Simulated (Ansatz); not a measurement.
Isolated molecules relaxed with PBE0-D4/def2-TZVP in Ansatz; ΔE leaves out vibrations. CBS: MP2 limit from def2 TZ/QZ plus the TZ coupled-cluster correction, frozen cores. This one scheme is used for every species. DFT in def2-TZVPP. One conformer a species, not always the lowest.

Reaction (hydrogenolysis of the Si–Si bond): `O[SiH](O)[Si](F)(Cl)Cl` + H₂ → `F[SiH](Cl)Cl` + `O[SiH2]O`

`O[SiH](O)[Si](F)(Cl)Cl`:

Z-matrix (Å, degrees):
```
Si
O 1 1.630
Si 1 2.344 2 103.6
O 1 1.641 2 109.8 3 -119.0
H 1 1.491 2 112.8 3 119.4
H 2 0.959 1 119.2 3 176.3
F 3 1.593 1 109.3 2 -175.0
Cl 3 2.036 1 112.6 2 -56.0
Cl 3 2.040 1 111.6 2 67.1
H 4 0.958 1 118.3 2 -150.5
```

H₂:

```xyz
2

H     0.293   -0.160   -0.167
H    -0.293    0.160    0.167
```

`F[SiH](Cl)Cl`:

```xyz
5

F     1.591   -0.038    0.299
Si    0.044    0.106    0.005
Cl   -0.977   -0.748    1.529
Cl   -0.365   -0.848   -1.732
H    -0.293    1.529   -0.102
```

`O[SiH2]O`:

Cartesian coordinates in Å:
```
O 0.839 0.086 -1.180
Si -0.404 -0.096 -0.123
O 0.033 0.121 1.445
H 1.228 0.958 -1.265
H -1.456 0.923 -0.342
H -0.878 -1.478 -0.367
H 0.637 -0.514 1.832
```

| level | ΔE (kcal/mol) | difference from CCSD(T)/CBS |
| --- | --- | --- |
| PBE-D4 | -4.0 | 5.0 |
| r2SCAN-D4 | -6.9 | 2.1 |
| ωB97X-V | -8.7 | 0.3 |
| B2PLYP | -10.9 | -1.9 |
| r2SCAN | -7.7 | 1.3 |
| HF/def2-TZVPP | -16.7 | -7.7 |
| MP2/def2-TZVPP | -10.1 | -1.1 |
| SCS-MP2/def2-TZVPP | -11.6 | -2.6 |
| CCSD/def2-TZVPP | -11.5 | -2.5 |
| CCSD(T)/def2-TZVPP | -10.1 | -1.1 |
| HF/def2-QZVPP | -16.9 | -7.9 |
| MP2/def2-QZVPP | -9.6 | -0.6 |
| SCS-MP2/def2-QZVPP | -11.1 | -2.1 |
| HF/CBS(def2) | -16.9 | -7.9 |
| MP2/CBS(def2) | -9.1 | -0.1 |
| CCSD/CBS(def2) | -10.4 | -1.4 |
| CCSD(T)/CBS | -9.0 | 0 |

Largest T1 diagnostic among the species: 0.012.

The D4 term adds +4.3 kcal/mol with B3LYP and +2.5 kcal/mol with PBE0; it sums over pairs of atoms, weighted by their polarisabilities, and B3LYP, whose exchange is more repulsive, gets the larger term. In def2-TZVPP, CCSD(T) changes the Hartree–Fock value by +6.6 kcal/mol (the triples alone add +1.4 kcal/mol) and MP2 by +6.6 kcal/mol. From PBE to PBE0 (25 % exact exchange), in def2-TZVPP and without D4, ΔE moves by −1.9 kcal/mol.

B3LYP here is the variant with VWN-RPA as its local correlation; programs differ in this.
